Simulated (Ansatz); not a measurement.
`C=[CH][GeH]([Cl])[Cl]` + H₂O → `[OH][GeH]([Cl])[Cl]` + ethylene at 298.15 K and 1 bar (formal hydrolysis of a Ge–C bond).

Calculated with Ansatz (gas phase, PBE0-D4/def2-TZVP geometries, no zero-point term in ΔE). CCSD(T)/CBS adds triple-zeta CCSD(T) − MP2 to the extrapolated MP2 energy (def2 sets, frozen cores). This one scheme is used for every species. For Ge outer-core shells are correlated without core-valence functions, which leaves a few kJ/mol of doubt a bond. Scalar relativity is left out up to krypton. Each species was taken in one conformer, which may not be the lowest.

```csv
species,CCSD(T)/CBS energy (Eh),H − E (kJ/mol),S (J/(mol·K))
`C=[CH][GeH]([Cl])[Cl]`,-3074.24508,161.6,364.5
H₂O,-76.37941,66.4,188.7
`[OH][GeH]([Cl])[Cl]`,-3072.15640,83.3,336.8
`C=C`,-78.48111,144.6,218.9
```

H − E and S are ideal-gas, rigid-rotor, harmonic terms from PBE0-D4/def2-TZVP, for one conformer and one mirror image of each species. 1 Eh = 2625.50 kJ/mol, R = 8.31446 J/(mol·K).

Question: By hand: ΔE, ΔH, ΔS and ΔG.

Answer: ΔE = (-3072.15640) + (-78.48111) − (-3074.24508) − (-76.37941) = -0.01302 Eh = -34.2 kJ/mol. Δ(H − E) = 83.3 + 144.6 − 161.6 − 66.4 = -0.1, so ΔH = -34.3 kJ/mol. ΔS = 336.8 + 218.9 − 364.5 − 188.7 = 2.5 J/(mol·K). ΔG = -34.3 − 298.15 × (2.5)/1000 = -35.0 kJ/mol.

Question: By hand: the equilibrium constant, and the temperature at which ΔG would vanish if ΔH and ΔS stayed fixed.

Answer: log₁₀ K = −ΔG/(RT ln 10) = 6.1. ΔH and −TΔS have one sign here, so there is no such temperature. One of them is within its doubt of zero, so this could turn.

The number of gas molecules stays the same, so ΔS is small and ΔH decides. A doubt of 5 kJ/mol in ΔE shifts log₁₀ K by 0.9 here. Other conformers and mirror images would add mixing entropy, several J/(mol·K) or more a flexible species. These are equilibria of isolated gas molecules and say nothing of rates. Largest T1 diagnostic: 0.011 (customary marks: 0.02 for closed shells, 0.045 for open ones).
